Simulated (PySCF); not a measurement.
A PySCF script (with the pyscf-properties extension) for the NMR shieldings of C5H10BNO, on a GFN2-xTB geometry:

```python
import basis_set_exchange as bse
import numpy as np
from pyscf import gto, dft
from pyscf.prop import nmr

atoms = """
C    -0.537051   -3.409935    1.179129
C    -0.344625   -2.090759    0.440986
C    -0.586729   -0.881217    1.361299
B    -0.491523    0.498024    0.561485
O    -1.468675    0.949873   -0.223838
C     0.837327    1.402815    0.608954
C     1.353087    1.553527    1.938046
N     1.751462    1.668471    3.004694
H     0.154754   -3.482106    2.014989
H    -0.360233   -4.250528    0.511683
H    -1.550723   -3.486561    1.567291
H    -1.031038   -2.050487   -0.409614
H     0.671985   -2.043591    0.044735
H     0.131894   -0.925440    2.180960
H    -1.578950   -0.996878    1.808542
H    -2.266449    0.423024   -0.291970
H     1.615680    0.928437    0.004333
H     0.652084    2.395014    0.192482
"""
names = dict.fromkeys(["C", "B", "O", "N", "H"], "pcSseg-1")
basis = {el: gto.basis.parse(bse.get_basis(n, elements=[el], fmt="nwchem")) for el, n in names.items()}
mol = gto.M(atom=atoms, basis=basis, charge=0, verbose=0)
mf = dft.RKS(mol, xc="PBE0")
mf.grids.level = 2
mf.grids.alignment = dft.numint.BLKSIZE   # the property module wants whole blocks of grid points
mf.conv_tol = 1e-9
mf.kernel()

calc = nmr.RKS(mf)   # GIAO
C = mf.mo_coeff
Co = C[:, mf.mo_occ > 0]
resp = mf.gen_response(singlet=True, hermi=2)
def vind(x):   # induced exchange potential for any number of trial vectors
    d = np.einsum("pi,xij,qj->xpq", C, 2 * x.reshape(-1, C.shape[1], Co.shape[1]), Co, optimize=True)
    return np.einsum("xpq,pi,qj->xij", resp(d - d.transpose(0, 2, 1)), C, Co, optimize=True).ravel()
mo1, _ = nmr.rhf.solve_mo1(calc, with_cphf=vind)
sigma = calc.kernel(mo1)
for i, s in enumerate(sigma):   # ppm
    w = np.linalg.eigvalsh((s + s.T) / 2)
    print("%2d %-2s iso %8.1f  s11 %8.1f  s22 %8.1f  s33 %8.1f" % (i, mol.atom_pure_symbol(i), w.mean(), *w))
```

**Question.** What does it print?

**Answer.** 
```
 0 C  iso    166.0  s11    152.7  s22    158.0  s33    187.4
 1 C  iso    164.2  s11    156.1  s22    166.6  s33    169.8
 2 C  iso    160.6  s11    141.9  s22    162.8  s33    177.0
 3 B  iso     51.3  s11      6.2  s22     49.8  s33     98.0
 4 O  iso    149.2  s11      6.2  s22    155.0  s33    286.4
 5 C  iso    177.8  s11    162.3  s22    182.0  s33    189.0
 6 C  iso     63.5  s11    -53.8  s22    -46.4  s33    290.6
 7 N  iso    -27.0  s11   -200.0  s22   -188.1  s33    307.2
 8 H  iso     30.6  s11     26.5  s22     29.1  s33     36.3
 9 H  iso     30.3  s11     25.7  s22     27.4  s33     37.8
10 H  iso     30.8  s11     26.8  s22     29.0  s33     36.5
11 H  iso     30.7  s11     25.3  s22     31.0  s33     35.8
12 H  iso     30.4  s11     25.2  s22     30.5  s33     35.4
13 H  iso     30.0  s11     25.9  s22     29.1  s33     34.9
14 H  iso     31.3  s11     28.0  s22     30.2  s33     35.7
15 H  iso     25.9  s11     21.0  s22     24.2  s33     32.4
16 H  iso     29.9  s11     26.7  s22     27.8  s33     35.0
17 H  iso     29.9  s11     24.8  s22     29.0  s33     35.9
```

These numbers come from an equivalent density-fitted implementation of the same equations, which agrees with the script to about 0.01 ppm for H and up to a few tenths of a ppm for heavy atoms, so last digits may differ.

Size and cost of the density-fitted run: 186 basis functions, 89 s wall time (78 s CPU) on 1 thread of an Intel Xeon, shared host; peak memory 0.77 GiB.
